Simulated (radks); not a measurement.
Task: These are the eigenvalues of the occupied orbitals of an atom or ion with whole-number occupations (eV). All-electron calculation, Dirac Kohn-Sham, PBEsol, spin-unpolarised, spherical densities, point nucleus. Program: a radial shooting solver on a logarithmic mesh with Libxc functionals.

orbital  eigenvalue
1s1/2     -45012.23
2s1/2     -7359.048
2p1/2     -6971.753
2p3/2     -6411.988
3s1/2     -1646.969
3p1/2     -1480.975
3p3/2     -1368.475
3d3/2     -1079.833
3d5/2     -1055.460
4s1/2     -368.9648
4p1/2     -305.6808
4p3/2     -280.7616
4d3/2     -176.4695
4d5/2     -171.9857
5s1/2      -85.0035
5p1/2      -66.5768
5p3/2      -62.5043
4f5/2      -51.1180

Which element is it, and in what charge state? The configuration may be excited. Open shells, if any, fill j = l - 1/2 first.

Result: Z = 61, promethium, charge +4: Pm4+ in [Xe] 4f3. The list shows which subshells hold electrons but not how many an open one holds; the 1s level, -1654.2 hartree, gives Z - s = 57.5 by -(Z - s)^2/2, which with screening and relativity narrows Z to a few neighbours, and the depths of the outer levels then fix element, charge and occupations together.
